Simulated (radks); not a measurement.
Problem. Radial electron density D(r) = 4 pi r^2 rho(r) of an atom or ion with 34.75 electrons. Method: scalar-relativistic Kohn-Sham, SCAN, spin-polarised, spherical densities, finite nucleus; meta-GGA in the generalised Kohn-Sham scheme; Fermi nuclear charge, rms radius of each element as measured or else 0.836 A^(1/3) + 0.57 fm; computed with a radial shooting solver on a logarithmic mesh with Libxc functionals.

```
   r/bohr * D(r) (the largest magnitude, 50.9, reaches the edge; | marks zero)
 0.003672 |    *
  0.00482 |       *
 0.006276 |          *
 0.008238 |                *
  0.01081 |                       *
  0.01419 |                               *
  0.01848 |                                       *
  0.02426 |                                            *
  0.03184 |                                              *
  0.04146 |                                           *
  0.05442 |                                      *
  0.07143 |                                      *
  0.09376 |                                              *
   0.1221 |                                                      *
   0.1603 |                                                    *
   0.2104 |                                      *
   0.2739 |                             *
   0.3595 |                                 *
   0.4719 |                                     *
   0.6194 |                           *
   0.8066 |              *
    1.059 |      *
     1.39 |    *
    1.809 |   *
    2.375 | *
    3.117 |*
    4.092 *
    5.328 *
    6.994 *
```

What is the nuclear charge?

Solution. Z = 35. The innermost maximum, from 1s, lies near gamma/Z bohr with gamma = sqrt(1 - (Z/c)^2) = 0.967, here 0.0276 bohr (found: 0.0299), and its height grows with Z. The density is that of the bromine ion Br0.25+ in [Ar] 3d10 4s2 4p(up 2.75, down 2); the configuration itself is not fixed sharply by these data, and Z only to about a unit. D(r) has 3 maxima, at r = 0.0299, 0.134, 0.450 bohr, and minima at 0.0624, 0.285 bohr, inside which lie 2.07, 11.01 electrons.
